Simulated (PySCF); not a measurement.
# How methods differ on the ionisation energy of Ru²⁺

Ru²⁺ [Kr] 4d6 (5D) → Ru³⁺ [Kr] 4d5 (6S), as a difference of total energies. Computed with PySCF 2.14 in x2c-TZVPPall with one added diffuse shell each of s, p, d, f type (9s7p7d3f1g, 95 functions), with the spin-free X2C one-electron Hamiltonian (Gaussian nucleus). Correlated levels: valence: [Kr] frozen; valence and next inner shell: [Ar] 3d10 frozen. The calculations carry no spin-orbit coupling.

| method | ionisation energy (eV) |
| --- | --- |
| UHF | 26.544 |
| LDA | 28.951 |
| PBE | 28.682 |
| PBE0 | 28.458 |
| r2SCAN | 28.259 |
| M06 | 28.583 |
| TPSS | 28.606 |
| LC-wPBE | 28.487 |
| TPSSh | 28.524 |
| MP2 (valence) | 27.781 |
| SCS-MP2 (valence) | 28.014 |
| MP2 (valence and next inner shell) | 27.916 |
| SCS-MP2 (valence and next inner shell) | 27.935 |

A first-order spin-orbit estimate (lowest level to lowest level, LS coupling) adds 0.143 eV.

Errors of the correlated levels include the incompleteness of this basis and the frozen core.

**Question.** Which method comes closest to the reference value, and which is furthest?

**Answer.** The reference is 28.47 eV (semi-empirical (NIST evaluation); NIST Atomic Spectra Database, ionization energies). Closest: r2SCAN (error -0.068 eV); furthest: UHF (error -1.783 eV), both after the spin-orbit estimate.
